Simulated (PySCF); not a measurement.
B3LYP on O- (oxygen, charge -1), [He] 2s2 2p5, 2P determinant. All numbers are calculated (PySCF 2.14, the non-relativistic Hamiltonian (point nucleus), in aug-cc-pVTZ (5s4p3d2f, 46 functions)).

```
cycle= 1 E= -75.1546311842079  delta_E= -0.00918  |g|= 0.0417  |ddm|= 0.286
cycle= 2 E= -75.151863564714  delta_E= 0.00277  |g|= 0.0979  |ddm|= 0.158
cycle= 3 E= -75.1557235224514  delta_E= -0.00386  |g|= 0.0121  |ddm|= 0.096
cycle= 4 E= -75.1558072836894  delta_E= -8.38e-05  |g|= 0.0018  |ddm|= 0.0178
cycle= 5 E= -75.1558147871729  delta_E= -7.5e-06  |g|= 0.000179  |ddm|= 0.00982
cycle= 6 E= -75.1558148632068  delta_E= -7.6e-08  |g|= 1.32e-05  |ddm|= 0.00113
cycle= 7 E= -75.1558148632928  delta_E= -8.6e-11  |g|= 5.47e-07  |ddm|= 1.74e-05
converged SCF energy = -75.1558148632928  <S^2> = 0.75665292  2S+1 = 2.0066419
```

Highest occupied orbital energy: 1.359 eV; ⟨L²⟩ = 2.03; populations by l: s 4.00, p 5.00, d 0.00, f 0.00.

Q: Can this result be used?

A: With care. The run converged. At B3LYP the highest occupied level has a positive energy, so only the finite basis holds that electron; in a semilocal or global hybrid functional this comes from self-interaction and does not mean that the real anion is unbound.
